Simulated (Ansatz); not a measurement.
One change: `OC(F)(F)[SiH3]` becomes `C[SiH2]C(O)(F)F`.

Ansatz, PBE0-D4/def2-TZVP geometries, multiplicity 1. Each molecule was computed in one conformer, which needn't be the lowest.

```json
{"property": "HOMO–LUMO gap (PBE/def2-TZVPP) / eV", "`OC(F)(F)[SiH3]`": "7.40"}
{"property": "LUMO energy (ωB97M-V/def2-TZVPP) / eV", "`OC(F)(F)[SiH3]`": "2.00"}
{"property": "HOMO–LUMO gap (B3LYP/def2-TZVPP) / eV", "`OC(F)(F)[SiH3]`": "9.32"}
{"property": "HOMO energy (PBE0/def2-TZVPP) / eV", "`OC(F)(F)[SiH3]`": "-9.38"}
{"property": "LUMO energy (PBE/def2-TZVPP) / eV", "`OC(F)(F)[SiH3]`": "-0.45"}
{"property": "HOMO energy (ωB97M-V/def2-TZVPP) / eV", "`OC(F)(F)[SiH3]`": "-11.68"}
```

(1) What does the change do to each property? (Estimate.)

Results:

(1) Computed: 
| property | `C[SiH2]C(O)(F)F` | shift |
| --- | --- | --- |
| HOMO–LUMO gap (PBE/def2-TZVPP) / eV | 7.29 | -0.11 |
| LUMO energy (ωB97M-V/def2-TZVPP) / eV | 2.09 | 0.09 |
| HOMO–LUMO gap (B3LYP/def2-TZVPP) / eV | 9.16 | -0.16 |
| HOMO energy (PBE0/def2-TZVPP) / eV | -9.05 | 0.33 |
| LUMO energy (PBE/def2-TZVPP) / eV | -0.24 | 0.21 |
| HOMO energy (ωB97M-V/def2-TZVPP) / eV | -11.34 | 0.34 |

With PBE0 the HOMO rises by 0.33 eV and the LUMO rises by 0.21 eV, so the gap narrows by about 0.12 eV. PBE moves the HOMO by 0.32 eV and ωB97M-V by 0.34 eV.

B3LYP here is the variant with VWN-RPA as its local correlation; programs differ in this.
